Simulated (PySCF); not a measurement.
Delta-SCF ions had no search for a lower state. Excitations are Tamm–Dancoff values on a coarser integration grid. The basis has no diffuse functions, so Rydberg states are missing or too high.

Cartesian coordinates (Å):
SMILES: c1ccc2cc(c(B)c-2cc1)F
```xyz
20

B      3.0886    -0.6450     0.3728
C      1.8730     0.2166     0.1084
C      1.8636     1.6131    -0.1622
F      2.9585     2.3540    -0.2173
C      0.5830     2.1260    -0.3639
C     -0.3178     1.0473    -0.2278
C     -1.7097     1.1420    -0.3573
C     -2.6721     0.1423    -0.2413
C     -2.4937    -1.2214     0.0358
C     -1.3119    -1.9240     0.2656
C      0.0094    -1.4537     0.2809
C      0.4872    -0.1646     0.0707
H      2.9760    -1.8283     0.5923
H      4.1939    -0.1630     0.3687
H      0.3283     3.1609    -0.5841
H     -2.0879     2.1449    -0.5810
H     -3.7078     0.4634    -0.3860
H     -3.4116    -1.8157     0.0769
H     -1.4294    -2.9937     0.4623
H      0.7803    -2.2011     0.4865
```
Charge 0, spin multiplicity 1.

**Question.** What LUMO, T1 excitation (TDA), vertical ionisation energy (Delta-SCF), HOMO–LUMO gap and dipole moment does TPSSh-D3(BJ)/def2-TZVP // B3LYP-D3(BJ)/def2-SVP run with PySCF 2.14.0 give?

**Answer.** 
| Property | Value |
|---|---|
| LUMO | -2.76 eV |
| T1 excitation (TDA) | 2.34 eV |
| vertical ionisation energy (Delta-SCF) | 7.86 eV |
| HOMO–LUMO gap | 3.16 eV |
| dipole moment | 0.944 e·Å |
